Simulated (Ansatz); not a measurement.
BBrH$_{2}$S$_{2}$, SMILES `SB(S)Br`, charge 0, multiplicity 1.

(1) Give a relaxed structure at PBE0-D4/def2-TZVP (Ansatz). (Estimate.)

Answers

(1) Computed: 
Cartesian coordinates in Å:
```
S 0.8388 1.1451 0.4315
B -0.0735 -0.3434 0.0288
S -1.4120 -0.3321 -1.1608
Br 0.3254 -2.0348 0.8442
H 1.6736 0.5887 1.3236
H -1.3523 0.9764 -1.4674
```
Point group Cs.
